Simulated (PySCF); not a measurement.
C2H6BNO, SMILES NB1CCO1.

Geometry optimised at PBE-D3(BJ)/def2-SVP. The structure was generated by enumeration, and PubChem lists no compound with its InChIKey, so it may never have been made. The values are those of a single conformer.

Method: PBE-D3(BJ)/def2-SVP in PySCF.

Frequencies are harmonic and unscaled.

Computed normal modes with their intensities:
```tsv
mode	ν (cm⁻¹)	IR (km/mol)	moving atoms (share of kinetic energy)
1	149	4.8	H 38 %, C 23 %, O 23 %, N 11 %
2	314	5.1	H 37 %, O 18 %, C 16 %, N 15 %, B 14 %
3	351	168.0	H 80 %, N 19 %
4	373	4.8	H 62 %, B 33 %
5	532	8.3	H 81 %, B 11 %
6	608	1.9	N 39 %, C 22 %, H 15 %, O 15 %, B 9 %
7	751	4.9	H 76 %, B 13 %, C 11 %
8	778	1.7	H 52 %, C 31 %, N 11 %
9	850	1.8	O 34 %, H 32 %, C 21 %, N 11 %
10	903	6.7	H 63 %, B 20 %, C 15 %
11	960	22.5	C 62 %, H 17 %, O 17 %
12	967	60.1	C 47 %, O 31 %, H 21 %
13	1070	29.0	H 54 %, C 41 %
14	1133	0.1	H 72 %, C 24 %
15	1154	0.1	H 92 %
16	1161	60.3	B 41 %, H 37 %, O 11 %
17	1317	35.7	H 54 %, B 20 %, C 17 %
18	1362	33.3	H 80 %, C 12 %
19	1412	84.2	H 67 %, B 28 %
20	1455	1.7	H 84 %
21	1564	341.7	H 38 %, B 35 %, N 25 %
22	2959	76.6	H 95 %
23	3017	32.4	H 90 %, C 10 %
24	3019	8.7	H 94 %
25	3081	10.0	H 90 %, C 10 %
26	3532	37.3	H 96 %
27	3645	37.5	H 91 %, N 9 %
```
